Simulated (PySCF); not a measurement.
Compound: C4H9OP2 (charge +1).
Geometry (PBE0-D3(BJ)/def2-SVP, Å), atoms numbered from 1 in this order:
```
atom  x, y, z in Å
C1    -1.8405   -1.7014   -0.0177
P2    -1.2462   -0.1510   -0.8197
C3     0.4851   -0.2176   -0.4669
C4     1.7083   -0.1903   -0.3554
P5     3.3920   -0.0774   -0.2162
C6    -1.6881    1.1865    0.4506
O7    -1.0020    2.3601    0.1991
H8    -1.4558   -2.5710   -0.5684
H9    -1.5614   -1.7738    1.0428
H10   -2.9373   -1.7082   -0.1079
H11    3.9627    0.8127   -1.1542
H12    3.8152    0.3779    1.0532
H13    4.0205   -1.3252   -0.4176
H14   -1.4201    0.8256    1.4558
H15   -2.7891    1.2826    0.4115
H16   -1.4626    2.8679   -0.4785
```

Computed with PySCF at PBE0/pcSseg-1 and wB97X-D/def2-SVPD, non-relativistic, on one gas-phase PBE0-D3(BJ)/def2-SVP geometry that isn't relaxed in the solvent. The solvent is an IEF-PCM continuum (cavity from Bondi-type radii × 1.2). The model holds no explicit solvent molecules, cavitation or dispersion.

Gas phase at PBE0/pcSseg-1: HOMO -10.64 eV, LUMO -5.92 eV.

**Question.** What does the continuum do to the energy and the frontier levels at PBE0/pcSseg-1 in chloroform and acetonitrile?

**Answer.** 
| solvent | ε | E(solvent) − E(gas) (kcal/mol) | polarisation term (kcal/mol) | distortion of the solute (kcal/mol) | HOMO (eV) | LUMO (eV) |
| --- | --- | --- | --- | --- | --- | --- |
| chloroform | 4.711 | -48.02 | -49.67 | 1.65 | -7.79 | -2.61 |
| acetonitrile | 35.69 | -60.37 | -63.37 | 3.00 | -7.19 | -1.85 |

Polarisation term: ½ Σ q·V over the induced surface charges. Distortion: the rise of the solute's own energy as its density leaves the gas-phase optimum. From chloroform to acetonitrile the lowering changes by a factor 1.26, Born's factor 1 − 1/ε by 1.23 and ε itself by 7.6.

**Question.** Which radius a makes Born's formula ΔE = −(q²/2a)(1 − 1/ε) give the value in acetonitrile?

**Answer.** a = q²(1 − 1/ε)/(2|ΔE|) = 2.67 Å, with q = +1 e and |ΔE| = 0.0962 Eh; the farthest nucleus lies 4.25 Å from the centroid of the nuclei. The formula assumes a point charge at the centre of a sphere.

**Question.** Which IAO charges (PBE0/pcSseg-1) respond most in acetonitrile (means over atoms taken as equivalent)?

**Answer.** 
| atoms | environment | gas (e) | solvent (e) | change |
| --- | --- | --- | --- | --- |
| C3 | alkyne carbon | -0.081 | -0.134 | -0.053 |
| C4 | alkyne carbon | -0.422 | -0.380 | +0.042 |
| P2 | phosphine phosphorus | +0.577 | +0.545 | -0.032 |
| O7 | alcohol oxygen | -0.514 | -0.544 | -0.030 |
| H11/H12/H13 | P–H hydrogen | +0.062 | +0.085 | +0.023 |
| H16 | hydroxyl hydrogen | +0.371 | +0.382 | +0.011 |

**Question.** Which Mayer bond orders change most in acetonitrile?

**Answer.** 
| bond | length (Å) | gas | solvent | change |
| --- | --- | --- | --- | --- |
| C3–C4 | 1.229 | 2.650 | 2.694 | +0.044 |
| C4–P5 | 1.693 | 1.077 | 1.050 | -0.027 |
| P2–C3 | 1.768 | 0.913 | 0.888 | -0.025 |
| C6–O7 | 1.383 | 0.974 | 0.958 | -0.016 |
| P2–C6 | 1.897 | 0.923 | 0.934 | +0.011 |
| C1–P2 | 1.844 | 0.998 | 1.007 | +0.009 |
| P5–H12 | 1.413 | 0.899 | 0.906 | +0.007 |
| O7–H16 | 0.964 | 0.940 | 0.933 | -0.007 |

**Question.** How do the nuclear quadrupole coupling constants eQVzz/h respond in acetonitrile?

**Answer.** 
```tsv
nucleus	Q (barn)	gas (MHz)	solvent (MHz)	η gas	η solvent
17O at O7	-0.0256	-11.41	-11.19	1.00	0.98
```

Gas phase at wB97X-D/def2-SVPD: HOMO -12.37 eV, LUMO -4.21 eV.

**Question.** What does the continuum do to the energy and the frontier levels at wB97X-D/def2-SVPD in acetonitrile?

**Answer.** 
```tsv
solvent	ε	E(solvent) − E(gas) (kcal/mol)	polarisation term (kcal/mol)	distortion of the solute (kcal/mol)	HOMO (eV)	LUMO (eV)
acetonitrile	35.69	-59.93	-63.25	3.32	-8.96	-0.13
```

**Question.** How does the static polarisability (wB97X-D/def2-SVPD, frozen core, with the continuum's full static response) change?

**Answer.** 
```csv
medium,isotropic (au),principal values (au),⟨r²⟩ of the electrons (bohr²)
gas,106.2,"74.0, 90.0, 154.6",1652.2
acetonitrile,144.2,"108.3, 123.1, 201.1",1649.8
```

The isotropic value in acetonitrile is 1.36 times the gas-phase one; no cavity-field correction is applied. ⟨r²⟩ is taken about the centre of nuclear charge.

wB97X-D is run here without its empirical dispersion term; that term would change no orbital, density or response property at a fixed geometry.
